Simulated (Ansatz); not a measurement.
Correlation energies of FH$_{3}$NNbOS (`[NH2][Nb]([OH])([F])=[S]`) by basis set

```xyz
8

N    -0.451    1.403    0.101
Nb    0.020   -0.418   -0.407
O     0.132   -1.480    1.142
F    -1.301   -1.134   -1.522
S     1.906   -0.280   -1.414
H     0.047    2.242   -0.156
H    -1.222    1.617    0.721
H     0.868   -1.952    1.536
```

Total charge 0; spin multiplicity 1. Correlated methods include outer-core shells of Nb, which these sets cover unevenly. Nb: def2 effective core potential. The geometry is a stationary point of PBE0-D4/def2-TZVP. It is one conformer, not always the lowest. Frozen core, restricted reference, Ansatz.

```tsv
basis	HF (Eh)	MP2 corr.
def2-SVP	-684.27130	-1.01747
def2-TZVPP	-684.72001	-1.35639
def2-QZVPP	-684.74611	-1.47703
```

Estimate the CCSD correlation energy and the (T) correction in each basis where they were run (hartree).


| basis | CCSD corr. | (T) |
| --- | --- | --- |
| def2-SVP | -1.00956 | -0.04366 |
| def2-TZVPP | -1.33905 | -0.07028 |
